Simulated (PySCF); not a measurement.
Species: C₅H₉NSi₂.
Cartesian coordinates in Å at the PBE0-D3(BJ)/def2-SVP level; atoms count from 1:
```xyz
17
C5H9NSi2 angstrom
Si     3.1124    0.7326    0.4817
Si     1.8542   -1.1501   -0.1131
C      0.0797   -0.5074   -0.2996
C     -0.9234   -1.1224   -1.0594
C     -2.1907   -0.5463   -1.1007
C     -2.4166    0.6240   -0.3813
C     -1.3582    1.1693    0.3456
N     -0.1461    0.6255    0.3852
H      2.7644    1.8720   -0.4198
H      2.8549    1.1118    1.9025
H      4.5765    0.4486    0.3344
H      1.9050   -2.1992    0.9557
H      2.3154   -1.7939   -1.3851
H     -0.7110   -2.0407   -1.6125
H     -2.9916   -1.0035   -1.6876
H     -3.3934    1.1125   -0.3847
H     -1.4973    2.0929    0.9192
```

Theory: TDDFT CAM-B3LYP/def2-SVPD, vertical, gas phase, core orbitals frozen in the response (PySCF).

Ground-to-excited transition dipoles (e·a0, same axes as the geometry; the sign carries no meaning), for the states with f of 0.002 or more among the lowest 6:

```json
{"state": "S1", "E (eV)": "4.774", "μx": "0.082", "μy": "0.095", "μz": "-0.133"}
{"state": "S3", "E (eV)": "5.456", "μx": "0.630", "μy": "-0.329", "μz": "-0.042"}
{"state": "S4", "E (eV)": "6.122", "μx": "-0.871", "μy": "-0.009", "μz": "-0.327"}
{"state": "S6", "E (eV)": "6.880", "μx": "0.287", "μy": "0.109", "μz": "0.335"}
```

(1) Work out the oscillator strengths.

(2) What angle do the transition dipoles of S4 and S6 make?

(3) How is the summed strength of these states shared among x, y and z?

(4) What peak molar absorption coefficient would the strongest computed level give as a lone Gaussian band 0.3 eV wide at half height?

## Answers

(1) f = (2/3) ΔE |μ|² with ΔE in hartree (27.2114 eV).

```json
{"state": "S1", "|μ|² (au)": "0.033", "|μ| (D)": "0.46", "f": "0.004"}
{"state": "S3", "|μ|² (au)": "0.507", "|μ| (D)": "1.81", "f": "0.068"}
{"state": "S4", "|μ|² (au)": "0.866", "|μ| (D)": "2.37", "f": "0.130"}
{"state": "S6", "|μ|² (au)": "0.207", "|μ| (D)": "1.16", "f": "0.035"}
```

(2) |cos θ| = |μa·μb| / (|μa| |μb|) = 0.85, so θ ≈ 32° (taken between 0 and 90°, since the signs are arbitrary).

(3) (2/3) Σ ΔE μα² gives 0.182 for x, 0.018 for y and 0.037 for z, 0.236 in all.

(4) ε(max) = 2.175×10⁸ f / FWHM, with the width in cm⁻¹. S4: 2.175×10⁸ × 0.1299 / 2420 ≈ 12000 L mol⁻¹ cm⁻¹.

The run took 77 s wall on an Intel Xeon Platinum 8488C with one thread, shared host with 192 logical CPUs at a one-minute load of 93, and the process peaked at 1.2 GiB of memory.

One conformer stands for the species.
